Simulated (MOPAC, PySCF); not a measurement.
H$_{5}$FSi$_{3}$, SMILES `F[SiH]1[SiH2][SiH2]1`, neutral singlet in the gas phase. 

Cartesian coordinates (Å):
SMILES: [SiH2]1[SiH](F)[SiH2]1
```xyz
9

F     -1.6919    -1.7285     1.0925
Si    -0.8893    -0.9728    -0.0761
Si    -0.3023     1.2542    -0.0647
Si     1.3441    -0.4208    -0.0035
H     -1.3498    -1.4641    -1.3940
H     -0.3427     1.9926     1.2184
H     -0.5958     2.1166    -1.2321
H      2.0176    -0.4266     1.3156
H      2.2573    -0.7682    -1.1161
```
Charge 0, spin multiplicity 1.

All levels are single points at this geometry (ωB97X-D3(BJ)/def2-TZVP); Pople sets use spherical d functions. Orbital energies aren't observables, and empty levels follow the basis.

```csv
level,HOMO (eV),LUMO (eV),gap (eV),dipole (D),"vertical IE, Delta-SCF (eV)"
ωB97X-D3(BJ)/def2-TZVP in PySCF,-9.27,0.39,9.66,1.31,9.10
B3LYP/6-311+G** in PySCF,-6.93,-1.75,5.18,1.60,–
B3LYP/6-31G* in PySCF,-6.74,-1.35,5.39,1.14,8.92
M06-2X/6-31G* in PySCF,-7.90,-0.42,7.48,1.19,–
HF/6-31G* in PySCF,-9.33,2.10,11.43,1.36,8.37
AM1 in MOPAC,-9.84,-1.49,8.35,0.89,–
```
